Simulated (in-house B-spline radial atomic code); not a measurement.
# Ionising I²⁺ with different functionals

Computed with a B-spline radial code for spherical atoms: non-relativistic Hamiltonian, point nucleus, spin-polarised at highest spin, spherical fractional occupations for the functionals, the average over the highest-spin determinants for Hartree-Fock. The ionisation energy is the difference of two self-consistent energies, [Kr] 4d10 5s2 5p3 → [Kr] 4d10 5s2 5p2, without Breit or QED terms; ε is the level of the shell that loses the electron (its least bound occupied spin orbital). There is no spin-orbit coupling in this Hamiltonian.

Hybrids are left out here: with spherical fractional occupations of an open shell their exact exchange keeps a self-interaction that integer-occupation calculations don't have.

```
           method          rung  ΔSCF (eV)  -ε(5p) (eV)
     Hartree-Fock  Hartree-Fock      29.81        30.16
         LDA VWN5           LDA      30.25        25.47
         LDA PW92           LDA      30.24        25.46
LDA exchange-only           LDA      29.21        24.48
              PBE           GGA      30.14        25.40
           PBEsol           GGA      30.18        25.42
             BLYP           GGA      29.84        25.05
             RPBE           GGA      30.12        25.39
             PW91           GGA      30.20        25.45
             BP86           GGA      30.22        25.45
             AM05           GGA      30.14        25.38
             OLYP           GGA      30.10        25.34
             TPSS      meta-GGA      30.26        25.55
             SCAN      meta-GGA      30.58        25.90
           r2SCAN      meta-GGA      30.58        25.89
            M06-L      meta-GGA      29.94        25.47
          revTPSS      meta-GGA      30.30        25.60
```

Problem. How do they compare with the NIST value?

Solution. NIST lists 29.57 eV ± 0.025 (measured, ground level to ground level). Errors run from -0.36 to +1.01 eV; Hartree-Fock is closest (+0.24 eV), but part of that can be cancellation, since the calculations leave out relativity, Breit-QED terms, multiplet and fine-structure energies. Hartree-Fock also lacks correlation.
